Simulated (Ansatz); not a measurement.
The first iterations of a band of Cl3FHf + H3P (9 atoms, charge 0, multiplicity 1).

These are results of RKS PBE0-D4/def2-SVP (Ansatz 0.2.0), not measurements.

```
movable images  : 7
climbing image  : yes
spring          : 5.0 eV/Å²
optimiser       : quadratic models (default)
start path      : through a guess of the saddle point
force threshold : 0.03 eV/Å
iteration limit : 60
end points      : relaxed
```

First end point:

```xyz
9
Properties=species:S:1:pos:R:3
Hf 0.275 -0.151 -0.111
F 0.351 0.281 1.730
Cl 2.458 -0.113 -0.917
Cl -0.958 1.443 -1.292
Cl -0.573 -2.305 -0.428
P -3.471 -0.101 1.832
H -3.197 0.659 0.654
H -2.921 -1.303 1.292
H -2.251 0.278 2.471
```

Last end point:

```xyz
9
Properties=species:S:1:pos:R:3
Hf -0.462 -0.162 -0.152
F -0.206 1.318 1.699
Cl 1.541 -1.068 0.655
Cl -0.549 1.833 -1.375
Cl -1.129 -1.742 -1.726
P -2.467 -0.410 1.553
H -3.569 -0.349 0.659
H -2.434 -1.816 1.757
H -1.013 1.084 2.162
```

| iteration | highest image above the first end (eV) | largest band force component (eV/Å) |
| --- | --- | --- |
| 1 | 15.053 | 42.382 |
| 2 | 4.739 | 15.013 |
| 3 | 2.112 | 8.643 |
| 4 | 1.911 | 3.992 |
| 5 | 1.848 | 2.560 |
| 6 | 1.818 | 1.160 |
| 7 | 1.678 | 1.795 |
| 8 | 1.658 | 1.429 |
| 9 | 1.653 | 0.700 |
| 10 | 1.645 | 0.704 |

Task: Does the band converge within its limit, and where does its top end?

Result: It converged. It ended after 30 iterations with the highest image 1.466 eV above the first end. A vibrational analysis at the climbing image gives one clearly imaginary mode, 573i cm⁻¹: a first-order saddle point. The orbitals stay closed-shell, which can raise the energy where a bond breaks towards radicals; this wasn't checked here.

Time of the run: 5.8 min on 4 threads of Intel(R) Xeon(R) 6975P-C (Granite Rapids) (shared host), peak memory 0.44 GiB.
